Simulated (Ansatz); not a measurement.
Br2ClGa, SMILES `[Cl][Ga]([Br])[Br]`. The species carries charge 0 and has multiplicity 1. The structure was optimised at the PBE0-D4/def2-TZVP level.

```xyz
4

Cl    2.110    0.343   -0.182
Ga    0.028    0.005   -0.002
Br   -0.748   -1.326    1.649
Br   -1.391    0.978   -1.464
```

Problem. What is the dipole moment at ωB97M-V/def2-TZVPP? (Best estimate.)

Solution. Computed: 0.26 D, with components (-0.26, -0.04, 0.02) D in this frame, pointing from negative to positive charge.

Problem. And with PBE, r2SCAN, B3LYP? (Estimate.)

Solution. Computed: PBE 0.30 D, r2SCAN 0.30 D, B3LYP 0.30 D.

Problem. Give the Mulliken charges with ωB97M-V, PBE, B3LYP in def2-TZVPP. (An estimate is asked.)

Solution. Computed: 
| atom | ωB97M-V | PBE | B3LYP |
| --- | --- | --- | --- |
| Cl1 | -0.19 | -0.18 | -0.21 |
| Ga2 | 0.55 | 0.52 | 0.57 |
| Br3 | -0.18 | -0.17 | -0.18 |
| Br4 | -0.18 | -0.17 | -0.18 |

B3LYP here is the variant with VWN-RPA as its local correlation; programs differ in this.
